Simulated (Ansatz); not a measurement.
Consider the substitution at a C–C bond: `CCC(C)Br` + `[NH2][In]([F])[F]` → `C[NH][In]([F])[F]` + `CCCBr`.

Program: Ansatz. Geometries: PBE0-D4/def2-TZVP. ΔE: electronic, gas phase. CBS: MP2 limit from def2 TZ/QZ plus the TZ coupled-cluster correction, frozen cores. Functionals use def2-TZVPP. B3LYP here is the variant with VWN-RPA as its local correlation; programs differ in this. Elements past krypton have def2 core potentials. For Br, In outer-core shells are correlated without core-valence functions, which leaves a few kJ/mol of doubt a bond. Scalar relativity is left out up to krypton. Each species was taken in one conformer, which may not be the lowest.

CCSD(T)/CBS gives +13.8 kcal/mol.

Q: Another level gave +13.6 kcal/mol. Which?
A. B3LYP/def2-TZVPP
B. MP2/def2-TZVPP
C. ωB97M-V/def2-TZVPP
D. B3LYP-D4/def2-TZVPP

A: C. ωB97M-V 13.6, B3LYP-D4 12.3, B3LYP 11.3, MP2/def2-TZVPP 14.6 kcal/mol.

Largest T1 diagnostic among the species: 0.016.

In def2-TZVPP, CCSD(T) changes the Hartree–Fock value by +2.5 kcal/mol (the triples alone add +0.4 kcal/mol) and MP2 by +3.5 kcal/mol. The D4 term adds +1.0 kcal/mol with B3LYP and +0.5 kcal/mol with PBE0; it sums over pairs of atoms, weighted by their polarisabilities, and B3LYP, whose exchange is more repulsive, gets the larger term.
